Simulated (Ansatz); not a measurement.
Reaction (SMILES): [Cl][In][Cl] → [Cl][In][Cl] as singlet, charge +1 + e-
Structures are relaxed separately at B3LYP-D3(BJ)/def2-TZVP in Ansatz (an electronic-structure program). A spin state is the lowest found, not a proven ground state.

Wanted: adiabatic ionisation energy (electronic energy difference), in eV. Cores are frozen in the correlated levels unless marked. UHF or UKS for open shells. Spin-orbit coupling is left out. The frozen core is the preceding noble-gas configuration, with the filled d and f shells of earlier blocks. In def2 rows, elements after Kr have scalar-relativistic effective core potentials. STO-3G rows are all-electron and non-relativistic. CBS(X,Y): correlation extrapolated as X^-3; Hartree-Fock from the larger set. [CCSD(T)-MP2]/basis is that difference in the basis named.

```json
[
 {"level": "revPBE-D4/def2-TZVPD", "program": "Ansatz + dftd4", "adiabatic ionisation energy (eV)": "8.13", "minus last row": "0.13"},
 {"level": "r2SCAN/def2-TZVPD", "program": "Ansatz", "adiabatic ionisation energy (eV)": "8.23", "minus last row": "0.23"},
 {"level": "BHLYP/def2-TZVPD", "program": "Ansatz", "adiabatic ionisation energy (eV)": "8.17", "minus last row": "0.17"},
 {"level": "HSE06-D3(BJ)/def2-TZVPD", "program": "Ansatz + dftd3", "adiabatic ionisation energy (eV)": "8.12", "minus last row": "0.12"},
 {"level": "wB97M-V/def2-TZVPD", "program": "Ansatz", "adiabatic ionisation energy (eV)": "8.07", "minus last row": "0.07"},
 {"level": "PBE-QIDH/def2-TZVPD", "program": "Ansatz", "adiabatic ionisation energy (eV)": "8.06", "minus last row": "0.06"},
 {"level": "CCSD/def2-TZVPPD", "program": "Ansatz", "adiabatic ionisation energy (eV)": "7.94", "minus last row": "-0.06"},
 {"level": "CCSD(T)/STO-3G", "program": "Ansatz", "adiabatic ionisation energy (eV)": "4.66", "minus last row": "-3.34"},
 {"level": "CCSD(T)/def2-SVP", "program": "Ansatz", "adiabatic ionisation energy (eV)": "7.81", "minus last row": "-0.19"},
 {"level": "RI-MP2/CBS(def2-TZVPPD,def2-QZVPPD)+[CCSD(T)-MP2]/def2-TZVPPD", "program": "Ansatz", "adiabatic ionisation energy (eV)": "8.00", "minus last row": "0.00"}
]
```
